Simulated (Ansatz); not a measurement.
Stepwise reaction of `N[Si](O)(O)O` with hydrogen fluoride, as a gas-phase model of exchange steps in deposition or etching. ΔE in kJ/mol; ΔG adds harmonic PBE0-D4 terms to CCSD(T)/CBS, at 1 bar.

Isolated molecules relaxed with PBE0-D4/def2-TZVP in Ansatz; ΔE leaves out vibrations. CCSD(T)/CBS is the MP2 limit (def2-TZVPP, def2-QZVPP) plus CCSD(T) − MP2 in def2-TZVPP, frozen cores. This one scheme is used for every species. Functionals use def2-TZVPP. B3LYP here is the variant with VWN-RPA as its local correlation; programs differ in this. Each species was taken in one conformer, which may not be the lowest.

```tsv
step	reaction	PBE-D4	B3LYP-D4	ωB97M-V	CCSD(T)/CBS	ΔG(600 K)
1	`N[Si](O)(O)O` + H–F → `N[Si](O)(O)F` + H₂O	-43.3	-46.0	-45.4	-45.1	-46.5
2	`N[Si](O)(O)F` + H–F → `N[Si](O)(F)F` + H₂O	-38.5	-40.6	-40.4	-40.5	-43.2
3	`N[Si](O)(F)F` + H–F → `N[Si](F)(F)F` + H₂O	-35.0	-37.4	-37.3	-37.2	-44.8
```

By hand: ΔE of the 3 steps together at CCSD(T)/CBS.

(-45.1) + (-40.5) + (-37.2) = -122.8 kJ/mol, or -40.9 kJ/mol a step.

In ΔE each step is higher than the one before. All are downhill at CCSD(T)/CBS. ΔG lies between -46.5 and -43.2 kJ/mol a step. PBE-D4 differs from CCSD(T)/CBS by 1.8 to 2.2 kJ/mol a step. Isolated molecules leave out the surface, adducts and barriers. Largest T1 diagnostic: 0.011.
